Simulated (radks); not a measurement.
Results of a calculation; reference values are marked as such.
How relativity changes the ionisation of the dysprosium ion Dy+ ([Xe] 4f10 6s1) to Dy2+ ([Xe] 4f10). Spin-unpolarised spherical Kohn-Sham, PBEsol, point nucleus unless stated (finite: rms radius 5.2218 fm), a radial shooting solver on a logarithmic mesh with Libxc functionals. A level marked "c x" has the speed of light scaled by that factor and shares open shells by 2j + 1; other Dirac levels either fill j = l - 1/2 first or share by 2j + 1.

\begin{tabular}{lrrrrr}
level & E(Dy+) (hartree) & E(Dy2+) (hartree) & IE (eV) & HOMO & <r> HOMO (bohr) \\ \hline
non-rel. & -11640.8812 & -11640.4860 & 10.756 & 6s & 3.960 \\
scalar-rel. & -12153.0119 & -12152.5872 & 11.555 & 6s & 3.705 \\
scalar-rel., finite nucleus & -12151.9339 & -12151.5093 & 11.554 & 6s & 3.706 \\
Dirac, 2j+1 shares & -12163.9767 & -12163.5520 & 11.557 & 6s1/2 & 3.707 \\
Dirac, low j first & -12164.0320 & -12163.6075 & 11.553 & 6s1/2 & 3.708 \\
Dirac, 2j+1 shares, finite nucleus & -12162.8917 & -12162.4671 & 11.555 & 6s1/2 & 3.707 \\
Dirac, c x 1.5 & -11857.8616 & -11857.4549 & 11.068 & 6s1/2 & 3.855 \\
Dirac, c x 5 & -11659.5382 & -11659.1420 & 10.782 & 6s1/2 & 3.951 \\
Dirac, c x 100 & -11640.9277 & -11640.5324 & 10.756 & 6s1/2 & 3.960 \\
\end{tabular}

NIST Atomic Spectra Database: 11.65 eV (semi-empirical). The relativistic part of the total energy of Dy+ is -522 hartree (Dirac, 2j+1 shares, finite nucleus), 4.5 % of the non-relativistic value. Spin polarisation and multiplet splitting of open shells are left out at every level.

Beside tabulated values, note that relativity, absent from the non-relativistic runs, is large for the heavy elements, and spin-unpolarised runs miss the spin-polarisation part of the exchange energy of open shells.
